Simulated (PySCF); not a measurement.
## A ladder of Hamiltonians for B⁺ (boron, charge +1)

Occupied: 1s1/2, 2s1/2. Hartree-Fock calculated with PySCF 2.14 in an even-tempered Gaussian basis (18 s from 0.015 bohr⁻², ratio 2.7; 11 p from 0.018 bohr⁻², ratio 2.7), Gaussian nucleus throughout. NR is non-relativistic, sf-X2C the spin-free one-electron X2C Hamiltonian, X2C adds the bare one-electron spin-orbit term, X2C-SNSO screens it by Boettger's factors, DC is four-component Dirac-Coulomb, and the Gaunt and Breit terms are added at first order (total energies over the DC spinors, levels after relaxing the spinors in that mean field). QED terms are absent. Levels marked empty are virtual spinors of this ion.

```json
{"Hamiltonian": "NR", "E (hartree)": "-24.2374"}
{"Hamiltonian": "sf-X2C", "E (hartree)": "-24.2442"}
{"Hamiltonian": "X2C", "E (hartree)": "-24.2442"}
{"Hamiltonian": "X2C-SNSO", "E (hartree)": "-24.2442"}
{"Hamiltonian": "DC", "E (hartree)": "-24.2450"}
{"Hamiltonian": "DC+Gaunt", "E (hartree)": "-24.2435"}
{"Hamiltonian": "DC+Breit", "E (hartree)": "-24.2435"}
```

| level (eV) | NR | sf-X2C | X2C | X2C-SNSO | DC | DC+Gaunt | DC+Breit |
| --- | --- | --- | --- | --- | --- | --- | --- |
| 1s1/2 | -222.75 | -222.80 | -222.80 | -222.80 | -222.81 | -222.78 | -222.78 |
| 2s1/2 | -23.778 | -23.784 | -23.784 | -23.784 | -23.785 | -23.783 | -23.783 |
| 2p1/2 (empty) | -7.509 | -7.506 | -7.509 | -7.508 | -7.508 | -7.507 | -7.507 |
| 2p3/2 (empty) | -7.509 | -7.506 | -7.505 | -7.506 | -7.505 | -7.505 | -7.505 |
| 3s1/2 (empty) | -3.115 | -3.116 | -3.116 | -3.116 | -3.116 | -3.116 | -3.116 |

Q: How large are the two-electron picture-change error of X2C and the Breit correction in the total energy?

A: X2C-1e lies 0.0007 hartree above Dirac-Coulomb; Gaunt adds 0.0015 and the full Breit term 0.0015 hartree.

| interval (eV) | X2C | X2C-SNSO | DC | DC+Gaunt | DC+Breit |
| --- | --- | --- | --- | --- | --- |
| 2p3/2 − 2p1/2 | 0.003775 | 0.002264 | 0.002221 | 0.001636 | 0.001636 |

Weight of the small component: 1s1/2 0.000292, 2s1/2 3.10e-05, 2p1/2 1.82e-05, 2p3/2 1.82e-05, 3s1/2 3.29e-06.

Koopmans' value for the highest occupied level at DC+Breit: 23.783 eV, against an ionisation energy of 25.155 eV (measured; NIST Atomic Spectra Database, ionization energies); the former lacks relaxation, correlation, QED and recoil.

Measured binding energies of an electron added to this ion (NIST): 2p1/2 8.298 eV, 2p3/2 8.296 eV, 3s1/2 3.334 eV; the virtual levels lack core polarisation.

The whole ladder took 48 s of wall time on 1 thread of Neoverse-N1 (shared host), launched as `OMP_NUM_THREADS=1 python relrun2.py TASK.json OUT` (a driver that calls PySCF for each Hamiltonian).

Dirac-Coulomb iterations, started from the X2C spinors:

```
with_ssss True, with_gaunt False, with_breit False
light speed = 137.03599967994
init E= -24.2447122008428
cycle= 1 E= -24.2449589218417  delta_E= -0.000247  |g|= 0.00123  |ddm|= 0.000476
cycle= 2 E= -24.2449589262479  delta_E= -4.41e-09  |g|= 1.45e-05  |ddm|= 4.93e-05
cycle= 3 E= -24.2449589262583  delta_E= -1.04e-11  |g|= 6.11e-07  |ddm|= 9.52e-06
```
